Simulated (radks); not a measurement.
Trend from Mg4+ to Ar4+: ionisation energy by Delta-SCF between NIST ground configurations, and size. Calculated with a radial shooting solver on a logarithmic mesh with Libxc functionals: non-relativistic Kohn-Sham, SCAN, spin-unpolarised, spherical densities, point nucleus; meta-GGA in the generalised Kohn-Sham scheme.

species,configuration,IE (eV),NIST (eV),kind
Mg4+,[He] 2s2 2p4,147.22,141.33,semi-emp.
Al4+,[He] 2s2 2p5,158.56,153.83,semi-emp.
Si4+,[Ne],169.93,166.77,exp.
P4+,[Ne] 3s1,63.629,65.025,exp.
Ar4+,[Ne] 3s2 3p2,73.567,74.8,semi-emp.

Reference values: NIST Atomic Spectra Database (exp. = measured, semi-emp. = semi-empirical, theory = theoretical value adopted there). Spin polarisation and multiplet splitting are left out, so open shells lie too high by an amount that depends on their filling.

Beside tabulated values, note that spin-unpolarised runs miss the spin-polarisation part of the exchange energy of open shells.
